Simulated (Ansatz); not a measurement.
Geometry optimisation, Ansatz 0.2.0, UKS PBE/def2-SVP.

The input (input.yaml):

```yaml
crystal:
  periodic: [false, false, false]
  atoms:
    - { symbol: W, position_ang: [-0.015844, -0.016497, -0.197422] }
    - { symbol: Cl, position_ang: [0.584329, 0.022907, 3.33998] }
    - { symbol: H, position_ang: [1.549586, 0.089274, 0.44459] }
    - { symbol: F, position_ang: [-0.042386, 1.898493, -0.367286] }
    - { symbol: F, position_ang: [-1.508759, 0.017211, 0.931777] }
    - { symbol: F, position_ang: [0.071073, -1.917556, -0.102087] }
    - { symbol: O, position_ang: [0.258825, -0.041767, -2.04562] }
    - { symbol: H, position_ang: [0.247262, 0.825653, -2.506107] }
    - { symbol: H, position_ang: [-0.746285, -0.085319, 3.235074] }
magnetization:
  spin_polarized: true
  initial_magnetization: 1
basis:
  gaussian: { orbitals: def2-SVP }
hamiltonian:
  xc: pbe
relax:
  f_tol: 0.03
  max_steps: 50
```

Run as:

```bash
$ ansatz run input.yaml --threads 4 --pin off --max-ram 5120MiB --backend cpu --events-out ev --progress --plain --runs-dir out
```

Task: Where does it end, and by what steps?

Result: It converged. After 9 steps the energy has fallen by 0.040 eV; Cl2 moved furthest, 0.41 Å. Joined: W1–Cl2.

```json
{"step": "0", "energy less start (eV)": "0.0000", "largest force component (eV/Å)": "1.064", "accepted": "yes"}
{"step": "1", "energy less start (eV)": "-0.0169", "largest force component (eV/Å)": "0.641", "accepted": "yes"}
{"step": "2", "energy less start (eV)": "-0.0248", "largest force component (eV/Å)": "0.525", "accepted": "yes"}
{"step": "3", "energy less start (eV)": "-0.0329", "largest force component (eV/Å)": "0.247", "accepted": "yes"}
{"step": "4", "energy less start (eV)": "-0.0357", "largest force component (eV/Å)": "0.112", "accepted": "yes"}
{"step": "5", "energy less start (eV)": "-0.0373", "largest force component (eV/Å)": "0.100", "accepted": "yes"}
{"step": "6", "energy less start (eV)": "-0.0389", "largest force component (eV/Å)": "0.087", "accepted": "yes"}
{"step": "7", "energy less start (eV)": "-0.0393", "largest force component (eV/Å)": "0.071", "accepted": "yes"}
{"step": "8", "energy less start (eV)": "-0.0395", "largest force component (eV/Å)": "0.036", "accepted": "yes"}
{"step": "9", "energy less start (eV)": "-0.0396", "largest force component (eV/Å)": "0.014", "accepted": "yes"}
```

```xyz
9
Properties=species:S:1:pos:R:3
W 0.000 -0.031 -0.091
Cl 0.545 0.012 2.935
H 1.622 0.072 0.422
F -0.024 1.886 -0.255
F -1.590 -0.011 0.922
F 0.116 -1.932 -0.005
O 0.228 -0.042 -1.946
H 0.245 0.844 -2.373
H -0.744 -0.006 3.125
```

Whether the end is a true minimum wasn't checked by a vibrational analysis.

Time of the run: 40 s on 4 threads of Arm Neoverse V1, on a shared host, peak memory 0.23 GiB.
